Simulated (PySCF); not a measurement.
C4H9O, SMILES CCCC[O], multiplicity 2. Geometry optimised at TPSSh-D3(BJ)/def2-SVP. The isomer is the one that the SMILES or the coordinates give; other isomers of the formula were not compared. The values are those of a single conformer.

The numbers are results of TPSSh-D3(BJ)/def2-SVP (PySCF), not measurements.

Harmonic wavenumbers (cm⁻¹): 94, 141, 233, 252, 339, 516, 584, 752, 852, 875, 956, 1020, 1059, 1095, 1118, 1194, 1250, 1296, 1317, 1340, 1346, 1400, 1411, 1473, 1487, 1492, 1501, 2864, 2931, 3018, 3023, 3026, 3063, 3080, 3106, 3113. Rotational constants (GHz): 13.03, 2.414, 2.224; symmetry number 1.

Q: Work out the zero-point energy and the ideal-gas rigid-rotor harmonic-oscillator thermochemistry at 298.15 K and 1 atm.

A: ZPE = ½ Σ hcν = ½ × 53617 cm⁻¹ = 76.65 kcal/mol. H − E(el) = 81.30 kcal/mol. Entropy in cal/(mol K): translation 38.78, rotation 25.93, vibration 13.47, spin 1.38, total 79.57. G − E(el) = 57.58 kcal/mol. Cp = 24.18 cal/(mol K). Modes under 150 cm⁻¹ make the vibrational entropy uncertain.
